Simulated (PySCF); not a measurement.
**Ionisation energy of Xe by level of theory**

Xe [Xe] (1S) → Xe+ [Kr] 4d10 5s2 5p5 (2P), as a difference of total energies. All numbers are calculated (PySCF 2.14, scalar relativity through the core potential, in def2-SVP with the def2 core potential (28 electrons)). Correlated levels: valence: 4s2 4p6 4d10 frozen. The calculations carry no spin-orbit coupling.

Task: Order these methods by the ionisation energy they give, lowest first.
A. MN15
B. MP2 (valence)
C. UHF
D. CCSD(T) (valence)

Result: C (11.466 eV), A (12.172 eV), D (12.199 eV), B (12.259 eV).

Errors of the correlated levels include the incompleteness of this basis and the frozen core.

For comparison: 12.565 eV (measured; NIST levels, between the centres of gravity of the two terms).
